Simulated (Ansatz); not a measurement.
C2H8FNSi2, SMILES N([Si@@H](C=C)F)[SiH3].

Coordinates come from a B3LYP-D3(BJ)/def2-SVP optimisation. The structure was generated by enumeration; whether it is a known compound was not checked. One conformer was computed; it need not be the lowest.

Two levels are set side by side: PBE/def2-SVPD (Ansatz, a first-principles code) and PBE0/def2-SVPD (Ansatz). Energy differences of separate SCF runs at the same geometry; the states with an electron removed or added have multiplicity 2 and 2. Differences are taken from unrounded values.

```
quantity                           PBE0
---------------------------------  ----
vertical ionisation energy (eV)    9.83
vertical singlet–triplet gap (eV)  4.05
```

Task: What does PBE give, and how far is it from PBE0? (An estimate is asked for; the answer gives what the named calculation found.)

Result: 
```csv
quantity,PBE,PBE minus PBE0
vertical ionisation energy (eV),9.43,-0.40
vertical singlet–triplet gap (eV),4.22,0.18
```
